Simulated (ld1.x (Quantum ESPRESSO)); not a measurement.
## Zn (Z = 30), PAW: configuration errors across variants

| Property | Result |
| --- | --- |
| Element | Zn |
| Generator | ld1.x (Quantum ESPRESSO) 7.5 |
| Type | PAW |
| Functional | PBEsol |
| Relativity | scalar-relativistic |
| Frozen core | [Ne] |
| Valence charge | 20 |
| Reference configuration | 3s2 3p6 3d10 4s1.5 4p0 (charge +0.5) |
| Partial waves | 3s (bound): rcut 0.90, rcutus 1.10 bohr; 4s (bound): rcut 0.90, rcutus 1.10 bohr; 3p (bound): rcut 1.00, rcutus 1.10 bohr; 4p (bound, empty): rcut 1.00, rcutus 1.10 bohr; 3d (bound): rcut 1.15, rcutus 1.45 bohr; 3d channel at 0.3 Ry: rcut 1.15, rcutus 1.45 bohr |
| Local potential | all-electron potential smoothed inside 1.45 bohr (lloc = -1) |
| Core correction | Bessel-smoothed model core inside 0.55 bohr |
| Augmentation charge | GAUSS, radius 0.70 bohr |

All-electron excitation energies from the reference (eV): (1) 3s2 3p6 3d10 4s2 4p0 -3.950; (2) 3s2 3p6 3d10 4s1 4p0 5.950; (3) 3s2 3p6 3d10 4s0 4p0 24.298; (4) 3s2 3p6 3d9 4s2 4p0 13.983; (5) 3s1 3p6 3d10 4s2 4p0 133.796; (6) 3s2 3p6 3d8 4s0 4p0 126.588; (7) 3s2 3p6 3d9 4s0 4p0 64.807.

1 further variants failed, have other tests or too few solved ones, and are left out.

Errors AE − PS in meV (a dash: test not solved or not reliable):

| change | (1) | (2) | (3) | (4) | (5) | (6) | (7) | bound ghosts |
| --- | --- | --- | --- | --- | --- | --- | --- | --- |
| base | +0.4 | -0.6 | -2.3 | +25 | -44 | +70 | +4.3 | none |
| waves 3d (bound): rcut 1.15, rcutus 2.02 bohr; 3d channel at 0.3 Ry: rcut 1.15, rcutus 2.02 bohr | -0.2 | -1.4 | -9.2 | -90 | -168 | – | – | none |
| local potential all-electron potential smoothed inside 1.30 bohr (lloc = -1) | +0.5 | -0.5 | -1.2 | +61 | -43 | +166 | +17 | none |
| core correction Bessel-smoothed model core inside 0.42 bohr | +0.4 | -0.6 | -2.2 | +27 | -44 | +77 | +5.1 | none |
| wave 3d channel at 0.3 Ry: rcut 1.15, rcutus 1.45 bohr becomes 3d channel at -0.52 Ry: rcut 1.15, rcutus 1.45 bohr | +0.4 | -0.7 | -2.1 | +7.1 | -43 | -11 | -5.4 | none |
| waves 3s (bound): rcut 0.90, rcutus 0.98 bohr; 4s (bound): rcut 0.90, rcutus 0.98 bohr | +0.4 | -0.6 | -2.8 | +12 | -45 | +49 | +2.5 | none |
| augmentation PSQ, radius 0.95 bohr | +0.2 | -0.7 | -3.8 | -3.8 | -38 | -36 | -6.4 | none |
| all radii but the core radius scaled by about 0.88 (s 0.96, p 0.96, d 1.28 bohr, rcut 0.80/0.88/1.00); local potential all-electron potential smoothed inside 1.28 bohr (lloc = -1); augmentation GAUSS, radius 0.62 bohr | +0.4 | -0.6 | -1.5 | +6.2 | -22 | +5.9 | -4.5 | none |
| waves 3p (bound): rcut 1.00, rcutus 1.12 bohr; 4p (bound): rcut 1.00, rcutus 1.12 bohr | +0.4 | -0.6 | -2.2 | +26 | -44 | – | – | none |

(1) Give the same row for: local potential all-electron potential smoothed inside 1.35 bohr (lloc = -1).

Results:

(1) +0.4, -0.6, -1.8, +42, -44, +117, +10; bound ghosts: none.
